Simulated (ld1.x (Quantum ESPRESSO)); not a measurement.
**Ir: one change to an RRKJ potential, before and after**

- Element: iridium
- Generator: ld1.x (Quantum ESPRESSO) 7.5
- Type: norm-conserving RRKJ (Kleinman–Bylander form)
- Functional: LDA (PZ)
- Relativity: scalar-relativistic
- Frozen core: [Kr] 4d10 4f14
- Valence charge: 17
- Reference configuration: 5s2 5p6 5d6 6s0 6p0 (charge +3)
- Partial waves: 5p (bound): rc 2.00 bohr; 5d (bound): rc 2.30 bohr; 5f channel at 0.1 Ry: rc 2.45 bohr; 5s (bound): rc 1.10 bohr
- Local potential: the s channel
- Core correction: a·sin(br)/r model core inside 0.85 bohr

All-electron outer shells of the reference configuration (LDA (PZ), scalar-relativistic, ld1.x):

| shell | level (eV) | outermost node (bohr) | outermost maximum (bohr) |
| --- | --- | --- | --- |
| 5s | -129.96 | 0.50 | 0.89 |
| 4f | -94.44 | – | 0.39 |
| 5p | -86.35 | 0.54 | 1.01 |
| 5d | -37.19 | 0.59 | 1.28 |
| 6s | -31.82 | 1.15 | 2.16 |
| 6p | -22.82 | 1.35 | 2.60 |

Change: all radii but the core radius scaled by about 0.88 (s 0.96, p 1.76, d 2.02, f 2.14 bohr).

Cutoffs: the cutoffs (Ry, on a coarse ladder) from which the occupation-weighted sum of valence levels, in a spherical-Bessel basis at the reference potential, stays within 10 and 1 mRy of its value at 400 Ry; they do not see the model core or the augmentation charge, which bear on the density cutoff. Errors are all-electron minus pseudo energies relative to the spin-unpolarised reference configuration.

Question: How do hardness, ghosts and transferability respond?

Answer: The potential gets harder (120 Ry and 200 Ry → 140 Ry and 230 Ry); of the 9 tests that both files solve, the error grows in 0 and shrinks in 9 by more than 15 % and 0.3 meV (median size 269.1 → 191.3 meV); neither file shows a bound ghost. A smaller radius makes the pseudo-wave follow the all-electron one further in, where it bends more sharply, so more plane waves are needed. Less of the atom is replaced, so other configurations are described better.

```tsv
quantity	base	changed
cutoff, loose	120 Ry	140 Ry
cutoff, tight	200 Ry	230 Ry
loose cutoff by channel (10 mRy a level)	p 25 Ry, d 25 Ry, s 110 Ry	p 25 Ry, d 30 Ry, s 120 Ry
bound ghosts	none	none
error for 5s2 5p6 5d7 6s2 6p0, meV [ΔE -58.88 eV]	+357	+240
error for 5s2 5p6 5d7 6s1 6p0, meV [ΔE -48.69 eV]	+223	+148
error for 5s2 5p6 5d7 6s0 6p0, meV [ΔE -30.84 eV]	+15	+7.3
error for 5s2 5p6 5d7 6s1 6p1, meV [ΔE -53.47 eV]	+269	+191
error for 5s2 5p5 5d7 6s2 6p0, meV [ΔE 2.32 eV]	+359	+216
error for 5s1 5p6 5d7 6s2 6p0, meV [ΔE 46.30 eV]	+368	+224
error for 5s2 5p6 5d7.5 6s1.5 6p0, meV [ΔE -59.14 eV]	+254	+170
error for 5s2 5p6 5d6 6s0 6p0 (spin-polarised), meV [ΔE -2.50 eV]	+131	+74
error for 5s2 5p6 5d7 6s2 6p0 (spin-polarised), meV [ΔE -60.03 eV]	+411	+270
```
